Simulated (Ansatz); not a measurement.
Strength of the Si–H bond: C2H9NSi → C2H8NSi + H

Species: C2H9NSi `CN(C)[SiH3]`, singlet; C2H8NSi `CN(C)[SiH2]`, doublet; H atom, doublet. 

Shapes, held fixed at every level: PBE0-D4/def2-TZVP. Flexible molecules stand in one conformer, not always the lowest. Programs: Ansatz 0.2.0. The zero-point and thermal change to 298 K, harmonic and unscaled (PBE0-D4/def2-TZVP), is -19.1 kJ/mol.

```
               level                    kind  ΔH(298 K) (kJ/mol)
         HF/def2-SVP            Hartree–Fock              +298.2
       HF/def2-TZVPP            Hartree–Fock              +297.7
r2SCAN-D4/def2-TZVPP                meta-GGA              +351.2
 BHLYP-D4/def2-TZVPP           global hybrid              +369.2
  PBE0-D4/def2-TZVPP           global hybrid              +351.1
  wB97M-V/def2-TZVPP  range-separated hybrid              +375.2
  wB97X-V/def2-TZVPP  range-separated hybrid              +373.0
      MP2/def2-TZVPP     perturbation theory              +362.3
```

MP2/def2-TZVPP gives ΔH(298 K) = +362.3 kJ/mol; the levels span +297.7 to +375.2. The median of the levels is +356.8. Hartree–Fock misses the correlation of the pair that is broken and comes out low. No measured value is set beside it here. Open shells run unrestricted unless RO is named.
